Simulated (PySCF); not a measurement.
## Static response to an electric field

Species: C4H10FSi (charge +1).
Geometry (GFN2-xTB, Å), atoms numbered from 1 in this order:
```
atom  x, y, z in Å
C1    -1.4736   -1.4546    0.7427
Si2   -0.6442   -0.0126   -0.1293
C3    -1.2328    1.7727   -0.0673
C4     1.0019   -0.3803   -1.0140
C5     2.1152   -0.0137   -0.0258
F6     1.6148   -0.1770    1.2533
H7    -2.2418   -1.1211    1.4403
H8    -1.9482   -2.1375    0.0374
H9    -0.7423   -2.0338    1.3106
H10   -0.9249    2.2463    0.8665
H11   -0.8253    2.3720   -0.8839
H12   -2.3196    1.8424   -0.1147
H13    1.1399    0.1746   -1.9424
H14    1.0683   -1.4422   -1.2650
H15    2.4148    1.0336   -0.1043
H16    2.9900   -0.6598   -0.1157
```

Level: CAM-B3LYP/def2-SVPD (PySCF), static field, nuclei fixed, core orbitals frozen in the response. The polarisability tensor in these axes (au):

```
x   73.35 -0.78 -4.46
y   -0.78 71.78 -2.72
z   -4.46 -2.72 59.53
```

Give the principal values, the mean and the anisotropy Δα = √{½[(α1 − α2)² + (α2 − α3)² + (α1 − α3)²]}.

Principal values 57.65, 72.34 and 74.67 au; mean 68.22 au = 10.11 Å³ = 11.25 × 10⁻⁴⁰ C²·m²/J; Δα = 15.99 au (23 % of the mean).

Traceless (Buckingham) quadrupole moment about the centre of nuclear charge: eigenvalues?

-9.71, 0.66, 9.05 D·Å. The values depend on the origin, since the species is charged. The electronic extent ⟨r²⟩ about the same centre is 829 bohr², a root-mean-square distance of 2.04 Å for the 56 electrons.

Give the principal axes and the span of the nuclei along them.

Largest value along (0.96, 0.01, -0.28), where the nuclei span 5.46 Å; middle along (-0.06, 0.98, -0.19), 4.73 Å; least along (0.28, 0.20, 0.94), 3.07 Å. The response follows the extents in order.

In TDDFT the mean static polarisability is Σ f/ω² over all singlet excitations (ω in hartree). How much of it do the 8 lowest give? Their energies (eV) and oscillator strengths: 5.23, 0.0051; 5.61, 0.0018; 6.33, 0.0041; 6.61, 0.0013; 7.64, 0.0005; 8.05, 0.0537; 8.16, 0.0083; 8.22, 0.0040.

They add up to 1.03 au, 1.5 % of the 68.22 au; the largest single term is 0.61 au, from the state at 8.05 eV. Terms in order: 0.14, 0.04, 0.08, 0.02, 0.01, 0.61, 0.09, 0.04 au. Higher excitations give the rest. The strengths listed sum to 0.079.

The structure is a single GFN2-xTB conformer in the gas phase; no vibrational or solvent corrections.

These values come from a run that also computed excited states. Hardware: one thread of an Arm Neoverse V2 (shared host). Cost: 36 s.
